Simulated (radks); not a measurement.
Tc3+, configuration [Kr] 4d4. Calculated with a radial shooting solver on a logarithmic mesh with Libxc functionals: Dirac Kohn-Sham, PBE, spin-unpolarised, spherical densities, finite nucleus; open shells fill j = l - 1/2 first; Fermi nuclear charge, rms radius 4.4112 fm.

Unscreened Slater integrals over Kohn-Sham orbitals (hartree). Large and small components are both included. Empty in this configuration: 4d5/2.

\begin{tabular}{lr}
integral & value \\ \hline
F0(4d3/2,4d3/2) & 0.59798 \\
F2(4d3/2,4d3/2) & 0.30197 \\
F0(4d3/2,4p3/2) & 0.66830 \\
F2(4d3/2,4p3/2) & 0.33121 \\
G1(4d3/2,4p3/2) & 0.41523 \\
G3(4d3/2,4p3/2) & 0.25411 \\
F0(4d3/2,4p1/2) & 0.67410 \\
G1(4d3/2,4p1/2) & 0.41173 \\
F0(4d3/2,4s1/2) & 0.69220 \\
G2(4d3/2,4s1/2) & 0.30062 \\
F0(4d3/2,4d5/2) & 0.59555 \\
F2(4d3/2,4d5/2) & 0.30076 \\
G2(4d3/2,4d5/2) & 0.30066 \\
G4(4d3/2,4d5/2) & 0.19724 \\
F0(4p3/2,4p3/2) & 0.77112 \\
F2(4p3/2,4p3/2) & 0.40611 \\
F0(4p3/2,4p1/2) & 0.78038 \\
G2(4p3/2,4p1/2) & 0.41011 \\
F0(4p3/2,4s1/2) & 0.80915 \\
G1(4p3/2,4s1/2) & 0.54768 \\
F0(4p3/2,4d5/2) & 0.66485 \\
F2(4p3/2,4d5/2) & 0.32860 \\
G1(4p3/2,4d5/2) & 0.41099 \\
G3(4p3/2,4d5/2) & 0.25146 \\
F0(4p1/2,4p1/2) & 0.79008 \\
F0(4p1/2,4s1/2) & 0.82017 \\
G1(4p1/2,4s1/2) & 0.55956 \\
F0(4p1/2,4d5/2) & 0.67055 \\
G3(4p1/2,4d5/2) & 0.24883 \\
F0(4s1/2,4s1/2) & 0.85439 \\
F0(4s1/2,4d5/2) & 0.68831 \\
G2(4s1/2,4d5/2) & 0.29641 \\
F0(4d5/2,4d5/2) & 0.59316 \\
F2(4d5/2,4d5/2) & 0.29960 \\
F4(4d5/2,4d5/2) & 0.19654 \\
\end{tabular}
